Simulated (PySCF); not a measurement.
Electron correlation in Cr²⁺ (chromium, charge +2)

[Ar] 3d3 4p1, one real determinant (an excited configuration). Computed with PySCF 2.14 in def2-TZVPPD (6s6p4d2f1g, 67 functions), with the non-relativistic Hamiltonian (point nucleus). Frozen: [Ne]; 12 electrons correlated.

```json
{"level": "CCSD", "correlation energy (mhartree)": "-316.12"}
{"level": "(T)", "correlation energy (mhartree)": "-6.14"}
{"level": "CCSD(T)", "correlation energy (mhartree)": "-322.26"}
```

Diagnostics: T1 = 0.0073, D1 = 0.0278, largest double amplitude 0.034.

**Question.** Is a single reference adequate?

**Answer.** Yes: T1 lies below 0.03 and no double amplitude reaches 0.07.

The reference is one real determinant that mixes LS terms of this configuration.

This basis was not built for core-valence correlation, so the inner-shell part is incomplete.
